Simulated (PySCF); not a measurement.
C5H10, SMILES [C@@H]1(C[C@@H]1C)C. Heavy atoms are numbered as in [CH3:1][C@H:2]1[CH2:3][C@@H:4]1[CH3:5]. Hydrogens are named by the atom that carries them.

Geometry optimised at PBE0-D3(BJ)/def2-SVP.

All values below come from PBE/def2-TZVP (PySCF).

ESP charges are fitted to the potential on shells at 1.4 to 2.0 van der Waals radii. Atomic charges (e), one atom of each kind:

```csv
atom,ESP fit,Löwdin,meta-Löwdin
C1 (CH3),-0.64,-0.30,-0.34
C2 (CH),0.20,-0.25,-0.09
C3 (CH2),-0.55,-0.22,-0.26
H on C1,0.17,0.13,0.11
H on C2,0.06,0.15,0.11
H on C3,0.17,0.13,0.12
```

**Question.** Give the Mayer and Wiberg (Löwdin basis) orders of the bonds. (An estimate is asked for; the answer gives what the named calculation found.)

**Answer.** 
| bond | Mayer | Wiberg |
|---|---|---|
| C1–C2 | 1.00 | 1.28 |
| C2–C3 | 0.97 | 1.22 |
| C2–C4 | 0.93 | 1.17 |
| C3–C4 | 0.97 | 1.22 |
| C4–C5 | 1.00 | 1.28 |
